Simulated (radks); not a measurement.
The nuclear charge of neutral aluminium is varied continuously with 13 electrons held in [Ne] 3s2 3p1. Method: scalar-relativistic Kohn-Sham, BLYP, spin-polarised, spherical densities, point nucleus; open shells are filled with parallel spins first; computed with a radial shooting solver on a logarithmic mesh with Libxc functionals. By the Hellmann-Feynman theorem dE/dZ = E(electron-nucleus)/Z, the electronic potential at the nucleus. The scalar-relativistic energy here is not variational (the density holds large components alone), so the two differ by a part that grows with Z.

| Z | E (hartree) | E(electron-nucleus)/Z (hartree) | HOMO | e(HOMO) (eV) | <r> HOMO (bohr) |
|---|---|---|---|---|---|
| 12.8 | -233.99512 | -43.7755 | 3p | -1.452 | 3.809 |
| 12.9 | -238.39564 | -44.2206 | 3p | -2.085 | 3.602 |
| 13 | -242.84065 | -44.6650 | 3p | -2.767 | 3.428 |
| 13.1 | -247.33010 | -45.1089 | 3p | -3.496 | 3.278 |
| 13.2 | -251.86394 | -45.5524 | 3p | -4.268 | 3.145 |
| 13.3 | -256.44213 | -45.9955 | 3p | -5.084 | 3.028 |
| 13.4 | -261.06464 | -46.4383 | 3p | -5.940 | 2.921 |
| 13.5 | -265.73144 | -46.8808 | 3p | -6.837 | 2.825 |
| 13.6 | -270.44251 | -47.3231 | 3p | -7.772 | 2.737 |
| 13.7 | -275.19782 | -47.7652 | 3p | -8.746 | 2.655 |
| 13.8 | -279.99735 | -48.2071 | 3p | -9.758 | 2.580 |
| 13.9 | -284.84110 | -48.6488 | 3p | -10.806 | 2.510 |
| 14 | -289.72903 | -49.0905 | 3p | -11.892 | 2.445 |

The central difference of E at Z = 13 is -44.672 hartree, to compare with the third column; the second derivative is -4.44 hartree.
